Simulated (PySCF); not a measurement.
Methyl o-toluate, C9H10O2.
SMILES with atom numbers: `[CH3:1][O:2][C:3](=[O:4])[c:5]1[cH:6][cH:7][cH:8][cH:9][c:10]1[CH3:11]` (hydrogens: H12, H13, H14 on C1; H15 on C6; H16 on C7; H17 on C8; H18 on C9; H19, H20, H21 on C11)

Computed by this run: PySCF 2.14.0, PBE0-D3(BJ)/def2-SVP geometry optimisation, gas phase; density fitting, grid level 1; the optimiser is geomeTRIC in internal coordinates, started from a GFN2-xTB structure.

Step 5: E = -13565.6483 eV
```
atom  x, y, z in Å  |  force x, y, z in eV/Å
C1      3.5222    0.0132    0.6151    0.066   0.065  -0.031
O2      2.2187    0.5172    0.3991    0.021  -0.038   0.030
C3      1.2677   -0.4117    0.2181   -0.040  -0.023  -0.015
O4      1.5230   -1.5914    0.2272   -0.042  -0.082   0.000
C5     -0.0785    0.1867    0.0139    0.130  -0.012   0.032
C6     -0.2159    1.5778    0.1198   -0.106  -0.046  -0.018
C7     -1.4546    2.1799   -0.0509   -0.013   0.165  -0.003
C8     -2.5681    1.3942   -0.3366   -0.015  -0.002   0.001
C9     -2.4326    0.0143   -0.4461   -0.037  -0.020   0.000
C10    -1.1999   -0.6256   -0.2728    0.021   0.023  -0.005
C11    -1.1331   -2.1177   -0.4032    0.010   0.000   0.001
H12     4.1880    0.8846    0.6116    0.021  -0.021   0.006
H13     3.8057   -0.6934   -0.1790    0.012   0.022   0.014
H14     3.5939   -0.5105    1.5813   -0.044   0.008  -0.018
H15     0.6682    2.1768    0.3412   -0.031  -0.020  -0.007
H16    -1.5503    3.2647    0.0359   -0.010  -0.002   0.001
H17    -3.5492    1.8563   -0.4760    0.023  -0.004   0.004
H18    -3.3110   -0.5968   -0.6720    0.015   0.006   0.002
H19    -0.7975   -2.5858    0.5332    0.010  -0.008  -0.007
H20    -0.4011   -2.4227   -1.1645   -0.008  -0.012   0.010
H21    -2.1209   -2.5191   -0.6708    0.015   0.001   0.004
```

Step 6: E = -13565.6515 eV
```
atom  x, y, z in Å  |  force x, y, z in eV/Å
C1      3.5234    0.0084    0.6159    0.040   0.055  -0.011
O2      2.2196    0.5139    0.4012    0.037  -0.133   0.021
C3      1.2683   -0.4145    0.2139   -0.109   0.056   0.005
O4      1.5127   -1.5967    0.2181    0.073   0.017   0.004
C5     -0.0759    0.1900    0.0131    0.011  -0.013   0.000
C6     -0.2211    1.5811    0.1107    0.029   0.017   0.008
C7     -1.4580    2.1870   -0.0619    0.001   0.040  -0.011
C8     -2.5686    1.3952   -0.3425   -0.059   0.016  -0.007
C9     -2.4314    0.0145   -0.4437   -0.026  -0.008   0.010
C10    -1.1980   -0.6232   -0.2674    0.007  -0.004  -0.011
C11    -1.1294   -2.1158   -0.3891   -0.018  -0.007  -0.011
H12     4.1775    0.8841    0.7050    0.016  -0.023  -0.005
H13     3.8422   -0.6263   -0.2243    0.004   0.017   0.005
H14     3.5714   -0.5948    1.5357   -0.034   0.014  -0.011
H15     0.6624    2.1822    0.3277   -0.010  -0.009  -0.001
H16    -1.5542    3.2723    0.0189   -0.001  -0.016   0.002
H17    -3.5508    1.8541   -0.4845    0.014  -0.006   0.002
H18    -3.3096   -0.5987   -0.6648    0.018   0.009   0.002
H19    -0.7670   -2.5773    0.5403    0.004  -0.009  -0.009
H20    -0.4167   -2.4223   -1.1684   -0.008  -0.014   0.016
H21    -2.1220   -2.5222   -0.6296    0.011   0.001   0.000
```

**Question.** Estimate the geometry and energy of step 7. (The exact step hangs on the optimiser's Hessian estimate; all steps are aligned on step 6, rigid shifts and turns removed.)

**Answer.** E = -13565.6518 eV, largest force 0.089 eV/Å
```
atom  x, y, z in Å  |  force x, y, z in eV/Å
C1      3.5270    0.0171    0.6155   -0.028   0.004   0.014
O2      2.2186    0.5130    0.4069    0.012  -0.011   0.006
C3      1.2687   -0.4165    0.2174    0.029   0.018  -0.021
O4      1.5241   -1.5965    0.2167   -0.032  -0.021  -0.002
C5     -0.0771    0.1839    0.0142    0.006  -0.003   0.013
C6     -0.2220    1.5758    0.1094    0.054   0.059   0.012
C7     -1.4546    2.1911   -0.0660    0.005  -0.088  -0.009
C8     -2.5661    1.3993   -0.3451   -0.003   0.007   0.001
C9     -2.4289    0.0177   -0.4421   -0.064  -0.050  -0.013
C10    -1.1995   -0.6294   -0.2667    0.009   0.066   0.006
C11    -1.1386   -2.1236   -0.3871   -0.003   0.036   0.003
H12     4.1738    0.8942    0.7343    0.000   0.001  -0.005
H13     3.8585   -0.5906   -0.2393    0.003   0.003  -0.007
H14     3.5694   -0.6111    1.5179    0.003   0.000  -0.001
H15     0.6631    2.1734    0.3274    0.007  -0.001   0.001
H16    -1.5467    3.2765    0.0132    0.006  -0.009   0.001
H17    -3.5474    1.8584   -0.4889   -0.006  -0.010  -0.002
H18    -3.3084   -0.5928   -0.6623   -0.011  -0.002  -0.003
H19    -0.7722   -2.5869    0.5396    0.005   0.001   0.006
H20    -0.4329   -2.4365   -1.1697    0.006   0.002   0.000
H21    -2.1342   -2.5255   -0.6208    0.001  -0.001  -0.001
```

The energy changes by -0.0003 eV. The first-order estimate −F·Δx gives -0.0023 eV and the mean of the old and new forces, exact on a quadratic surface, 0.0000 eV. The step makes an angle of 82° with the force vector and moves no atom by more than 0.042 Å.

The cost below is that of the whole optimisation. Time: 5.0 min. Hardware: Arm Neoverse V2, one thread, on a shared host.
